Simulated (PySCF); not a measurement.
**Distorted geometries of Yb(OH)3**

Yb(OH)3 (singlet in the valence; each metal's 4f electrons, 13 of them, lie in its core potential, out of spins and levels). PySCF 2.14.0, RKS r2SCAN, Yb lcecp-1-SVP with ECP59, O def2-SVP, H def2-SVP; non-relativistic Hamiltonian with scalar-relativistic core potentials where named; density fitting; no spin-orbit coupling. Relaxed geometry:

```xyz
7

Yb    0.0000    0.0000    0.1272
O     2.0084    0.0000    0.1428
H     2.9657    0.0000    0.1538
O    -1.0042    1.7393    0.1428
H    -1.4829    2.5684    0.1538
O    -1.0042   -1.7393    0.1428
H    -1.4828   -2.5684    0.1538
```

Order these distorted geometries by energy above the relaxed one, lowest first.
A.
```xyz
7

Yb    0.0489    0.0020    0.1317
O     1.9534    0.0350    0.1142
H     2.9526    0.0146    0.1658
O    -0.9660    1.7212    0.1507
H    -1.4718    2.5686    0.1576
O    -1.0171   -1.7760    0.1328
H    -1.5002   -2.5654    0.1643
```
B.
```xyz
7

Yb    0.1258    0.0295   -0.1218
O     1.8015   -0.0994    0.0604
H     2.9223    0.0123    0.3470
O    -0.8410    1.8858    0.2225
H    -1.4408    2.3412    0.0322
O    -1.1039   -1.6892    0.1679
H    -1.4638   -2.4802    0.3089
```
C.
```xyz
7

Yb   -0.0073    0.1025    0.0900
O     1.8616    0.0422    0.2394
H     2.9996    0.0179    0.1430
O    -0.8647    1.7440   -0.0388
H    -1.5056    2.4822    0.2975
O    -1.0420   -1.7429    0.1040
H    -1.4415   -2.6459    0.1820
```

A (0.27 eV), C (1.53 eV), B (4.33 eV).

Which forces (eV/Å) act in the one that lies 4.33 eV up?


```
Yb  -14.88   0.51  -0.85
O    18.04  -0.17   2.93
H    -5.07  -0.64  -1.40
O    15.91 -12.66   4.14
H   -15.15  11.72  -4.49
O     3.40   6.27  -1.27
H    -2.25  -5.03   0.94
```
Forces carry noise of the integration grid, about 0.01 to 0.03 eV/Å.

No frequency check is given that shows the relaxed geometry to be a minimum. An lcecp potential fixes the number of 4f electrons, so in runs with it no electron can move into or out of that shell.
